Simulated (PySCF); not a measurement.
# Telling isomers of C$_{6}$H$_{9}$NOSi apart by NMR

PySCF 2.14.0 with density-fitted response routines calculation with structure optimised with GFN2-xTB and GIAO PBE0/pcSseg-1 shieldings; no solvent model, non-relativistic Hamiltonian, equivalent nuclei averaged, single conformer.

Referencing at the same level of theory: TMS for $^{1}$H and $^{13}$C. Where no couplings were computed, multiplicities follow the n + 1 count of equivalent neighbours, and m marks all less simple cases (inequivalent or close neighbours, rings, F or P nearby). Acid and N–H amide carbonyl carbons lie up to 10 ppm further downfield in solution (hydrogen bonding). Shifts are as computed. Against solution values, carbons near 30 ppm lie about +3 ppm off and those near 130 ppm about +5 ppm. Of 1309 compounds with measured shifts, 239 miss one by over three times the rms of a fit or turn the order of signals round; such compounds aren't used in these exercises. OH and NH positions are gas-phase values without hydrogen bonding to other molecules.

(1) Tabulate the signals of `C#C[C@@H](/C=C/[SiH3])NC=O`, `[SiH3]C/C=N/c1ccco1`, `CO[SiH2]c1cccnc1` and their relative energies.

(2) What is the quickest way to tell [SiH3]C/C=N/c1ccco1 from CO[SiH2]c1cccnc1?

(3) What is the quickest way to tell C#C[C@@H](/C=C/[SiH3])NC=O from CO[SiH2]c1cccnc1?

(4) What is the quickest way to tell C#C[C@@H](/C=C/[SiH3])NC=O from [SiH3]C/C=N/c1ccco1?

## Answers

(1) 
```json
{"SMILES": "C#C[C@@H](/C=C/[SiH3])NC=O", "carbon types": "1×C 5×CH", "δC": "158.9, 155.1, 131.7, 86.8, 80.5, 45.1", "δH": "8.21 (d, 1H), 6.16 (m, 1H), 6.15 (m, 1H), 5.64 (m, 1H), 4.74 (br, 1H), 4.18 (d, 3H), 1.87 (d, 1H)", "E rel. (kcal/mol)": "73.3"}
{"SMILES": "[SiH3]C/C=N/c1ccco1", "carbon types": "1×C 4×CH 1×CH2", "δC": "162.2, 158.4, 143.3, 119.0, 115.5, 25.7", "δH": "8.19 (t, 1H), 7.24 (m, 1H), 6.65 (m, 1H), 6.60 (m, 1H), 3.95 (t, 3H), 2.24 (m, 2H)", "E rel. (kcal/mol)": "37.3"}
{"SMILES": "CO[SiH2]c1cccnc1", "carbon types": "1×C 4×CH 1×CH3", "δC": "159.8, 156.8, 147.9, 131.8, 128.5, 54.4", "δH": "8.94 (d, 1H), 8.87 (s, 1H), 8.25 (d, 1H), 7.46 (m, 1H), 5.42 (s, 2H), 4.03 (s, 3H)", "E rel. (kcal/mol)": "0.0"}
```

Energies are electronic energies at PBE0/pcSseg-1 on these geometries, without zero-point or thermal terms, each for the one conformer computed, which needn't be the lowest.

(2) Both give the same number of carbon signals, but DEPT or the intensities differ. The first has an sp3 CH2 bonded to Si at 25.7 ppm, the second a methyl carbon bonded to O (CH3) at 54.4 ppm. Their most deshielded carbons lie at 162.2 and 159.8 ppm. In the proton spectra the most deshielded non-exchanging signals are 8.19 (t, 1H) and 8.94 (d, 1H).

(3) Both give the same number of carbon signals, but DEPT or the intensities differ. The first has an allylic sp3 CH bonded to N at 45.1 ppm, the second a methyl carbon bonded to O (CH3) at 54.4 ppm. Their most deshielded carbons lie at 158.9 and 159.8 ppm. In the proton spectra the most deshielded non-exchanging signals are 8.21 (d, 1H) and 8.94 (d, 1H).

(4) Both give the same number of carbon signals, but DEPT or the intensities differ. The first has an alkyne carbon (C) at 86.8 ppm, the second an aromatic carbon bearing nitrogen (C) at 162.2 ppm. Their most deshielded carbons lie at 158.9 and 162.2 ppm.
